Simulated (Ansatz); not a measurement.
Method: frozen-core CCSD(T)/def2-TZVPP // PBE-D3(BJ)/def2-TZVP (Ansatz, a first-principles code).

Ansatz 0.2 input:
```yaml
crystal:
  periodic: [false, false, false]
  atoms:
    - { symbol: Br, position_ang: [-1.686614, -0.284777, 0.000006] }
    - { symbol: B, position_ang: [-0.000014, 0.569478, -0.000001] }
    - { symbol: Br, position_ang: [1.686628, -0.2847, -0.000005] }
basis:
  gaussian: { orbitals: def2-TZVPP }
correlation:
  method: ccsd_t
magnetization:
  spin_polarized: true
  initial_magnetization: 1
```

Output:

```
Functional definition: HF
856 factors; integrals over basis functions are off by at most 5.5e-4 eV
mean field evaluation 1: about -140668.6796 eV, gradient 1.0e1 eV
mean field evaluation 2: about -140668.6829 eV, gradient 1.0e1 eV
mean field evaluation 4: about -140669.9639 eV, gradient 2.6e0 eV
mean field evaluation 8: about -140670.1216 eV, gradient 2.2e-1 eV
mean field evaluation 16: about -140670.0945 eV, gradient 9.0e-1 eV
mean field evaluation 32: about -140667.9650 eV, gradient 2.2e-3 eV
mean field -140670.12300944 eV, -5169.5316709631 hartree, gradient 3.9e-6 eV, S^2 0.757249; 1 other end points of the search recorded, 0 dependent functions left out
determinant -140670.12300944 eV, -5169.5316709631 hartree, with singles and doubles -140687.36978476 eV, -5170.1654782657 hartree
determinant -140667.96497094 eV, -5169.4523645107 hartree, with singles and doubles -140685.35387470 eV, -5170.0913949373 hartree
19 core orbitals not correlated
reference -140670.12300944 eV, -5169.5316709631 hartree; 19, 18 occupied and 89, 90 virtual orbitals, 856 factors
second order -16.87680623 eV of doubles, -0.00000000 eV of singles
cycle   1  -17.20521183 eV  change   -6.8e-1 eV  update   2.0e-2
cycle   2  -17.23407728 eV  change   -2.9e-2 eV  update   5.8e-3
cycle   3  -17.23382004 eV  change    2.6e-4 eV  update   3.3e-3
cycle   4  -17.23602082 eV  change   -2.2e-3 eV  update   1.5e-3
cycle   5  -17.23640604 eV  change   -3.9e-4 eV  update   6.0e-4
cycle   6  -17.23655536 eV  change   -1.5e-4 eV  update   2.1e-4
cycle   7  -17.23658900 eV  change   -3.4e-5 eV  update   8.3e-5
cycle   8  -17.23659287 eV  change   -3.9e-6 eV  update   3.1e-5
perturbative correction -0.67036059 eV, -0.0246352974 hartree
Total energy: -140688.02996291 eV, -5170.1897393652 hartree
```

Cost: about 90 core-seconds (a rough figure).
